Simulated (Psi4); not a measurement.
C4H8O, charge -1, doublet, at a GFN2-xTB geometry (a state made from the parent by changing its charge; the spin is typed, not shown lowest) (a gas-phase anion, which may not be bound at this level); MP2/def2-SVP in Psi4.

Here is a job for Psi4.
```
memory 2 GB

molecule mol {
-1 2
C     1.789616    0.607370   -0.177484
C     0.836877   -0.343228    0.593321
C    -0.585416   -0.385536    0.073627
C    -1.395020    0.866739    0.369640
O    -0.897984   -1.150200   -0.946666
H     2.815315    0.560840    0.206518
H     1.439813    1.635704   -0.095729
H     1.796552    0.329602   -1.229111
H     1.259942   -1.352352    0.532575
H     0.844227   -0.032887    1.651484
H    -1.075464    1.763920   -0.201119
H    -1.329792    1.132601    1.433959
H    -2.443059    0.692106    0.120124
}

set {
  basis def2-svp
  reference uhf
}

energy('mp2')
print_variables()
```

Task: Write the output that Psi4 gives for this input, abridged.

Result: 
```
    SCF Algorithm Type (re)set to DF.

   => Loading Basis Set <=

    Name: DEF2-SVP
    Role: ORBITAL
    Keyword: BASIS

         ---------------------------------------------------------
                                   SCF
               by Justin Turney, Rob Parrish, Andy Simmonett
                          and Daniel G. A. Smith
                              UHF Reference
         ---------------------------------------------------------

  ==> Geometry <==

    Molecular point group: c1
    Full point group: C1

    Geometry (in Angstrom), charge = -1, multiplicity = 2:

       Center              X                  Y                   Z               Mass
    ------------   -----------------  -----------------  -----------------  -----------------
         C            1.835094640988     0.672410656029    -0.144247127565    12.000000000000
         C            0.882355640988    -0.278187343971     0.626557872435    12.000000000000
         C           -0.539937359012    -0.320495343971     0.106863872435    12.000000000000
         C           -1.349541359012     0.931779656029     0.402876872435    12.000000000000
         O           -0.852505359012    -1.085159343971    -0.913429127565    15.994914619570
         H            2.860793640988     0.625880656029     0.239754872435     1.007825032230
         H            1.485291640988     1.700744656029    -0.062492127565     1.007825032230
         H            1.842030640988     0.394642656029    -1.195874127565     1.007825032230
         H            1.305420640988    -1.287311343971     0.565811872435     1.007825032230
         H            0.889705640988     0.032153656029     1.684720872435     1.007825032230
         H           -1.029985359012     1.828960656029    -0.167882127565     1.007825032230
         H           -1.284313359012     1.197641656029     1.467195872435     1.007825032230
         H           -2.397580359012     0.757146656029     0.153360872435     1.007825032230

  Running in c1 symmetry.

  Rotational constants: A =      0.23623  B =      0.12730  C =      0.09982 [cm^-1]
  Rotational constants: A =   7081.87291  B =   3816.29686  C =   2992.51888 [MHz]
  Nuclear repulsion =  173.489886906403825

  Charge       = -1
  Multiplicity = 2
  Electrons    = 41
  Nalpha       = 21
  Nbeta        = 20

  ==> Algorithm <==

  SCF Algorithm Type is DF.
  DIIS enabled.
  MOM disabled.
  Fractional occupation disabled.
  Guess Type is SAD.
  Energy threshold   = 1.00e-08
  Density threshold  = 1.00e-08
  Integral threshold = 1.00e-12

  ==> Primary Basis <==

  Basis Set: DEF2-SVP
    Blend: DEF2-SVP
    Number of shells: 54
    Number of basis functions: 110
    Number of Cartesian functions: 115
    Spherical Harmonics?: true
    Max angular momentum: 2

   => Loading Basis Set <=

    Name: (DEF2-SVP AUX)
    Role: JKFIT
    Keyword: DF_BASIS_SCF

  ==> Integral Setup <==

  SCF_SUBTYPE=INCORE selected. In-core MEM_DF algorithm will be used.
  Using in-core AOs.

  ==> MemDFJK: Density-Fitted J/K Matrices <==

    J tasked:                   Yes
    K tasked:                   Yes
    wK tasked:                   No
    Algorithm:                 Core
    Schwarz Cutoff:           1E-12
    Mask sparsity (%):       0.8595
    Fitting Condition:        1E-10

   => Auxiliary Basis Set <=

  Basis Set: (DEF2-SVP AUX)
    Blend: DEF2-UNIVERSAL-JKFIT
    Number of shells: 173
    Number of basis functions: 521
    Number of Cartesian functions: 609
    Spherical Harmonics?: true
    Max angular momentum: 4

  Minimum eigenvalue in the overlap matrix is 3.0479098342E-03.
  Reciprocal condition number of the overlap matrix is 4.8499665895E-04.
    Using symmetric orthogonalization.

  ==> Pre-Iterations <==

  SCF Guess: Superposition of Atomic Densities via on-the-fly atomic UHF (no occupation information).

   -------------------------
    Irrep   Nso     Nmo
   -------------------------
     A        110     110
   -------------------------
[...]
    ---------------------

    Alpha Occupied:

[...]
    Alpha Virtual:

[...]
    Beta Occupied:

[...]
    Beta Virtual:

[...]
    Final Occupation by Irrep:
              A
    DOCC [    20 ]
    SOCC [     1 ]
    NA   [    21 ]
    NB   [    20 ]

  @DF-UHF Final Energy:  -230.73656802667949

   => Energetics <=

    Nuclear Repulsion Energy =            173.4898869064038252
    One-Electron Energy =                -666.0184702590277084
    Two-Electron Energy =                 261.7920153259443623
    Total Energy =                       -230.7365680266794925

  UHF NO Occupations:
  HONO-2 :   19  A 1.9985974
  HONO-1 :   20  A 1.9947803
  HONO-0 :   21  A 1.0000000
  LUNO+0 :   22  A 0.0052197
  LUNO+1 :   23  A 0.0014026
  LUNO+2 :   24  A 0.0005739
  LUNO+3 :   25  A 0.0004409

Computation Completed

Properties will be evaluated at   0.000000,   0.000000,   0.000000 [a0]

Properties computed using the SCF density matrix

 Multipole Moments:

 ------------------------------------------------------------------------------------
     Multipole            Electronic (a.u.)      Nuclear  (a.u.)        Total (a.u.)
 ------------------------------------------------------------------------------------

 L = 1.  Multiply by 2.5417464519 to convert [e a0] to [Debye]
 Dipole X            :         -2.3345447            3.4376946            1.1031499
 Dipole Y            :         -3.7587147            4.9163686            1.1576539
 Dipole Z            :         -1.6859988            2.5123378            0.8263390
 Magnitude           :                                                    1.7999829

 ------------------------------------------------------------------------------------

  //>>>>>>>>>>>>>>>>>>>>>>>>>>>>>>>>>>>//
  //               DFMP2               //
  //<<<<<<<<<<<<<<<<<<<<<<<<<<<<<<<<<<<//

   => Loading Basis Set <=

    Name: (DEF2-SVP AUX)
    Role: RIFIT
    Keyword: DF_BASIS_MP2

	 --------------------------------------------------------
	                          DF-MP2
	      2nd-Order Density-Fitted Moller-Plesset Theory

	        Rob Parrish, Justin Turney, Andy Simmonett,
	           Ed Hohenstein, and C. David Sherrill
	 --------------------------------------------------------

	 --------------------------------------------------------
	                 NBF =   110, NAUX =   352
	 --------------------------------------------------------
	   CLASS    FOCC     OCC    AOCC    AVIR     VIR    FVIR
	   ALPHA       0      21      21      89      89       0
	    BETA       0      20      20      90      90       0
	 --------------------------------------------------------

	-----------------------------------------------------------
	 ==================> DF-MP2 Energies <====================
	-----------------------------------------------------------
	 Reference Energy          =    -230.7365680266794925 [Eh]
	 Singles Energy            =      -0.0000000000000000 [Eh]
	 Same-Spin Energy          =      -0.1868965882346087 [Eh]
	 Opposite-Spin Energy      =      -0.5766331976470266 [Eh]
	 Correlation Energy        =      -0.7635297858816352 [Eh]
	 Total Energy              =    -231.5000978125611368 [Eh]
	-----------------------------------------------------------
	 ================> DF-SCS-MP2 Energies <==================
	-----------------------------------------------------------
	 SCS Same-Spin Scale       =       0.3333333333333333 [-]
	 SCS Opposite-Spin Scale   =       1.2000000000000000 [-]
	 SCS Same-Spin Energy      =      -0.0622988627448696 [Eh]
	 SCS Opposite-Spin Energy  =      -0.6919598371764318 [Eh]
	 SCS Correlation Energy    =      -0.7542586999213015 [Eh]
	 SCS Total Energy          =    -231.4908267266008011 [Eh]
	-----------------------------------------------------------

  Variable Map:
  ----------------------------------------------------------------------------
[...]
  Array Variable Map:
  ----------------------------------------------------------------------------
[...]
[...]
```
